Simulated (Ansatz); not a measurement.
Input for Ansatz (a first-principles code): U-CCSD(T)/def2-SVP on CH4Sn (SMILES [CH3][SnH]), a point of a bond scan (R = 1.202 Å). Elements past Kr take the def2 small-core potentials; no spin–orbit coupling. The run froze 10 orbitals, filled d shells among them.

Ansatz 0.2 input:
```yaml
crystal:
  periodic: [false, false, false]
  atoms:
    - {symbol: Sn, position_ang: [0.00983745, 0.25050043, 0.24518718]}
    - {symbol: H, position_ang: [-0.34594591, 1.41339688, -1.06484958]}
    - {symbol: C, position_ang: [-0.01334196, -1.45640015, -1.15807253]}
    - {symbol: H, position_ang: [0.81230395, -1.27796940, -2.01380718]}
    - {symbol: H, position_ang: [-0.98669425, -1.50317430, -1.65333226]}
    - {symbol: H, position_ang: [0.18357434, -2.40265271, -0.65672900]}
basis:
  gaussian:
    orbitals: def2-SVP
correlation: {method: ccsd_t, electrons: outside_noble_gas}
scf: {omitted_lower_state_checks: [cluster_reference]}
magnetization: {spin_polarized: true, initial_magnetization: 0}
```

The head of its log:

```
WARN ansatz: RAYON_NUM_THREADS=1 ignored (pool sized by the plan → 1); use --threads N
Functional definition: HF
these checks for a lower state are left out or cut short: cluster_reference
integrals: 0.05 GiB planned
697 factors; integrals over basis functions are off by at most 9.6e-4 eV
mean field: 0.15 GiB planned
mean field evaluation 1: about -6895.7612 eV, gradient 1.6e1 eV
mean field evaluation 2: about -6895.7661 eV, gradient 1.6e1 eV
mean field evaluation 4: about -6897.3055 eV, gradient 1.4e0 eV
mean field evaluation 8: about -6897.3289 eV, gradient 9.0e-4 eV
mean field evaluation 16: about -6897.3356 eV, gradient 1.6e-2 eV
mean field -6897.33569157 eV, -253.4724114833 hartree, gradient 2.7e-6 eV, S^2 0.121947; 3 other end points of the search recorded, 0 dependent functions left out
10 core orbitals not correlated
reference -6897.33569157 eV, -253.4724114833 hartree; 6, 6 occupied and 44, 44 virtual orbitals, 697 factors
```

Problem. Predict the final total energy.

Solution. -253.7349 hartree (reference determinant -253.4724, T1 diagnostic 0.044). Its determinant has ⟨S²⟩ = 0.12, a mixture of spin states.
